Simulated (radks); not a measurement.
Task: The table gives one normalised radial function P(r) = r R(r) of Mn3+ in [Ne] 3s1.5 3p6 3d4 4f0.5 (r in bohr). Method: scalar-relativistic Kohn-Sham, exchange-only PBE, spin-unpolarised, spherical densities, point nucleus; computed with a radial shooting solver on a logarithmic mesh with Libxc functionals.

r             P
0.002327  0.0000
0.002666  0.0000
0.003079  0.0000
0.003556  0.0000
0.004107  0.0000
0.004705  0.0000
0.005434  0.0000
0.006275  0.0000
0.00719   0.0000
0.008303  0.0000
0.009589  0.0000
0.01107   0.0000
0.01269   0.0000
0.01465   0.0000
0.01692   0.0000
0.01939   0.0000
0.02239   0.0000
0.02586   0.0000
0.02986   0.0000
0.03421   0.0000
0.03951   0.0000
0.04563   0.0000
0.05228   0.0000
0.06038   0.0000
0.06973   0.0000
0.08053   0.0000
0.09226   0.0001
0.1066    0.0001
0.1231    0.0002
0.141     0.0003
0.1628    0.0004
0.188     0.0007
0.2172    0.0011
0.2488    0.0016
0.2873    0.0025
0.3318    0.0039
0.3802    0.0057
0.4391    0.0084
0.5071    0.0123
0.5856    0.0177
0.6709    0.0247
0.7748    0.0349
0.8948    0.0487
1.025     0.0660
1.184     0.0905
1.367     0.1226
1.579     0.1640
1.809     0.2124
2.089     0.2729
2.413     0.3396
2.765     0.4021
3.193     0.4574
3.687     0.4937
4.258     0.5009
4.879     0.4736
5.634     0.4111
6.507     0.3243
7.455     0.2331
8.61      0.1432
9.943     0.0743
11.48     0.0317
13.16     0.0117
15.19     0.0032

Which n and l does it have? It may be an empty orbital.

Result: n = 4, l = 3: the number of nodes gives n - l - 1 = 0, the rise at small r (about r^(l+1)) gives l, and the extent must fit the shell. The curve is that of 4f. 4f: eigenvalue -10.333 eV, 0 radial nodes, <r> = 4.66 bohr, 90 % of the charge inside 6.88 bohr.
